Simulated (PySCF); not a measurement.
**CaBr2: bending curve**

All numbers come from PBE in PySCF with Ca def2-TZVP, Br def2-TZVP; no relativity; density-fitted integrals.

Rigid scan from the singlet minimum (Ca–Br 2.615 Å (×2); Br–Ca–Br 180.0°). Coordinate: the Br–Ca–Br angle, bonds fixed. Energies in kJ/mol from the minimum.

```json
{"bond angle (°)": "80", "E (kJ/mol)": "85.4", "dipole size (D)": "9.62"}
{"bond angle (°)": "90", "E (kJ/mol)": "53.8", "dipole size (D)": "9.02"}
{"bond angle (°)": "100", "E (kJ/mol)": "34.4", "dipole size (D)": "8.35"}
{"bond angle (°)": "110", "E (kJ/mol)": "21.6", "dipole size (D)": "7.58"}
{"bond angle (°)": "120", "E (kJ/mol)": "12.9", "dipole size (D)": "6.73"}
{"bond angle (°)": "130", "E (kJ/mol)": "7.2", "dipole size (D)": "5.78"}
{"bond angle (°)": "140", "E (kJ/mol)": "3.6", "dipole size (D)": "4.74"}
{"bond angle (°)": "150", "E (kJ/mol)": "1.6", "dipole size (D)": "3.62"}
{"bond angle (°)": "160", "E (kJ/mol)": "0.5", "dipole size (D)": "2.45"}
{"bond angle (°)": "170", "E (kJ/mol)": "0.1", "dipole size (D)": "1.24"}
{"bond angle (°)": "180", "E (kJ/mol)": "0.0", "dipole size (D)": "0.00"}
```
